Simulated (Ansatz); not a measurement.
C₃H₈Cl₃NZr, SMILES `CC(C)[NH][Zr]([Cl])([Cl])[Cl]`, relaxed with RKS PBE0-D4/def2-TZVP in Ansatz 0.2.0 from a GFN2-xTB geometry. The force threshold is 0.005 eV/Å; the program also tests the step.

The species carries charge 0 and has multiplicity 1. Zr takes the def2 core potential.

Start:

```xyz
16

C    -1.100   -0.670   -0.764
C     0.344   -0.951   -0.298
C     0.369   -1.242    1.216
N     1.155    0.219   -0.606
Zr    0.167    1.886   -0.229
Cl   -1.208    2.638   -1.904
Cl   -1.082    2.108    1.676
Cl    1.709    3.556    0.055
H    -1.092   -0.347   -1.812
H    -1.566    0.112   -0.135
H    -1.700   -1.576   -0.684
H     0.726   -1.835   -0.841
H    -0.290   -2.071    1.462
H     1.379   -1.501    1.534
H     0.044   -0.346    1.763
H     2.147    0.020   -0.432
```

```json
{"step": "1", "energy (eV)": "-43572.6176", "largest force (eV/Å)": "1.240", "largest move (Å)": "0.000"}
{"step": "2", "energy (eV)": "-43572.9587", "largest force (eV/Å)": "0.499", "largest move (Å)": "0.198"}
{"step": "3", "energy (eV)": "-43573.0804", "largest force (eV/Å)": "0.283", "largest move (Å)": "0.174"}
{"step": "4", "energy (eV)": "-43573.1243", "largest force (eV/Å)": "0.547", "largest move (Å)": "0.200"}
{"step": "5", "energy (eV)": "-43573.1494", "largest force (eV/Å)": "0.120", "largest move (Å)": "0.116"}
{"step": "6", "energy (eV)": "-43573.1552", "largest force (eV/Å)": "0.114", "largest move (Å)": "0.101"}
{"step": "7", "energy (eV)": "-43573.1587", "largest force (eV/Å)": "0.097", "largest move (Å)": "0.053"}
{"step": "8", "energy (eV)": "-43573.1602", "largest force (eV/Å)": "0.108", "largest move (Å)": "0.062"}
{"step": "9", "energy (eV)": "-43573.1615", "largest force (eV/Å)": "0.074", "largest move (Å)": "0.045"}
{"step": "10", "energy (eV)": "-43573.1630", "largest force (eV/Å)": "0.102", "largest move (Å)": "0.085"}
{"step": "11", "energy (eV)": "-43573.1638", "largest force (eV/Å)": "0.096", "largest move (Å)": "0.057"}
{"step": "12", "energy (eV)": "-43573.1645", "largest force (eV/Å)": "0.035", "largest move (Å)": "0.059"}
{"step": "13", "energy (eV)": "-43573.1647", "largest force (eV/Å)": "0.047", "largest move (Å)": "0.038"}
{"step": "14", "energy (eV)": "-43573.1649", "largest force (eV/Å)": "0.043", "largest move (Å)": "0.021"}
{"step": "15", "energy (eV)": "-43573.1649", "largest force (eV/Å)": "0.026", "largest move (Å)": "0.010"}
{"step": "16", "energy (eV)": "-43573.1649", "largest force (eV/Å)": "0.011", "largest move (Å)": "0.010"}
{"step": "17", "energy (eV)": "-43573.1649", "largest force (eV/Å)": "0.006", "largest move (Å)": "0.005"}
{"step": "18", "energy (eV)": "-43573.1649", "largest force (eV/Å)": "0.003", "largest move (Å)": "0.002"}
```

End:

```xyz
16

C    -1.224   -0.715   -0.519
C     0.255   -0.868   -0.210
C     0.477   -1.594    1.107
N     0.897    0.441   -0.192
Zr    0.228    2.302   -0.380
Cl   -0.748    2.561   -2.501
Cl   -1.385    2.706    1.280
Cl    2.116    3.654   -0.111
H    -1.382   -0.219   -1.480
H    -1.726   -0.139    0.265
H    -1.707   -1.692   -0.567
H     0.711   -1.460   -1.016
H     0.034   -2.592    1.077
H     1.542   -1.705    1.323
H     0.019   -1.036    1.928
H     1.894    0.357   -0.004
```

It took 64 s on 4 threads of an AMD EPYC 7R13 on a shared host and a share of an NVIDIA H100 80 GB, with 1 GiB of host memory at the peak.
